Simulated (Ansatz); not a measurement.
Geometry optimisation, RKS PBE-D4/def2-SVP in Ansatz.

Input file:

```yaml
crystal:
  periodic: [false, false, false]
  atoms:
    - { symbol: Ge, position_ang: [-0.033285, -0.090373, -0.005691] }
    - { symbol: O, position_ang: [0.102085, -0.273577, 1.770605] }
    - { symbol: H, position_ang: [-0.74291, -0.546184, 2.174828] }
    - { symbol: Ge, position_ang: [2.255024, -0.186474, -0.81722] }
    - { symbol: H, position_ang: [2.738571, -1.6569, -0.919241] }
    - { symbol: H, position_ang: [2.305431, 0.440428, -2.23984] }
    - { symbol: H, position_ang: [3.21005, 0.599331, 0.112328] }
    - { symbol: H, position_ang: [-0.760453, 1.229446, -0.407132] }
    - { symbol: H, position_ang: [-0.887818, -1.281838, -0.55757] }
    - { symbol: H, position_ang: [0.87219, 2.257578, 1.127242] }
    - { symbol: H, position_ang: [0.810514, 1.824863, 1.702592] }
basis:
  gaussian: { orbitals: def2-SVP }
hamiltonian:
  xc: pbe
  dispersion: d4
relax:
  f_tol: 0.03
  max_steps: 50
```

Command:

```bash
$ ansatz run input.yaml --threads 4 --pin off --max-ram 5120MiB --backend cpu --events-out ev --progress --plain --runs-dir out
```

Where does it end, and by what steps?

The run converged. After 20 steps the energy has fallen by 0.196 eV; H10 moved furthest, 1.64 Å.

```json
{"step": "0", "energy less start (eV)": "0.0000", "largest force component (eV/Å)": "1.461", "accepted": "yes"}
{"step": "1", "energy less start (eV)": "-0.1094", "largest force component (eV/Å)": "0.324", "accepted": "yes"}
{"step": "2", "energy less start (eV)": "-0.1400", "largest force component (eV/Å)": "0.314", "accepted": "yes"}
{"step": "3", "energy less start (eV)": "-0.1564", "largest force component (eV/Å)": "0.202", "accepted": "yes"}
{"step": "4", "energy less start (eV)": "-0.1678", "largest force component (eV/Å)": "0.152", "accepted": "yes"}
{"step": "5", "energy less start (eV)": "-0.1737", "largest force component (eV/Å)": "0.152", "accepted": "yes"}
{"step": "6", "energy less start (eV)": "-0.1713", "largest force component (eV/Å)": "0.667", "accepted": "no"}
{"step": "7", "energy less start (eV)": "-0.1769", "largest force component (eV/Å)": "0.120", "accepted": "yes"}
{"step": "8", "energy less start (eV)": "-0.1803", "largest force component (eV/Å)": "0.095", "accepted": "yes"}
{"step": "9", "energy less start (eV)": "-0.1822", "largest force component (eV/Å)": "0.348", "accepted": "yes"}
{"step": "10", "energy less start (eV)": "-0.1855", "largest force component (eV/Å)": "0.116", "accepted": "yes"}
{"step": "11", "energy less start (eV)": "-0.1878", "largest force component (eV/Å)": "0.075", "accepted": "yes"}
{"step": "12", "energy less start (eV)": "-0.1860", "largest force component (eV/Å)": "0.233", "accepted": "no"}
{"step": "13", "energy less start (eV)": "-0.1908", "largest force component (eV/Å)": "0.083", "accepted": "yes"}
{"step": "14", "energy less start (eV)": "-0.1920", "largest force component (eV/Å)": "0.093", "accepted": "yes"}
{"step": "15", "energy less start (eV)": "-0.1930", "largest force component (eV/Å)": "0.085", "accepted": "yes"}
{"step": "16", "energy less start (eV)": "-0.1939", "largest force component (eV/Å)": "0.066", "accepted": "yes"}
{"step": "17", "energy less start (eV)": "-0.1949", "largest force component (eV/Å)": "0.040", "accepted": "yes"}
{"step": "18", "energy less start (eV)": "-0.1952", "largest force component (eV/Å)": "0.088", "accepted": "yes"}
{"step": "19", "energy less start (eV)": "-0.1955", "largest force component (eV/Å)": "0.038", "accepted": "yes"}
{"step": "20", "energy less start (eV)": "-0.1957", "largest force component (eV/Å)": "0.016", "accepted": "yes"}
```

```xyz
11
Properties=species:S:1:pos:R:3
Ge -0.093 -0.261 -0.306
O 0.045 -0.102 1.501
H -0.836 -0.006 1.909
Ge 2.217 -0.268 -1.062
H 2.981 -1.459 -0.427
H 2.257 -0.415 -2.607
H 2.916 1.058 -0.667
H -0.922 0.930 -0.881
H -0.837 -1.589 -0.649
H 1.188 2.553 2.711
H 0.955 1.877 2.420
```

Whether the end is a true minimum wasn't checked by a vibrational analysis.

Time of the run: 27 s on 4 threads of Arm Neoverse V1 (shared host), peak memory 0.18 GiB.
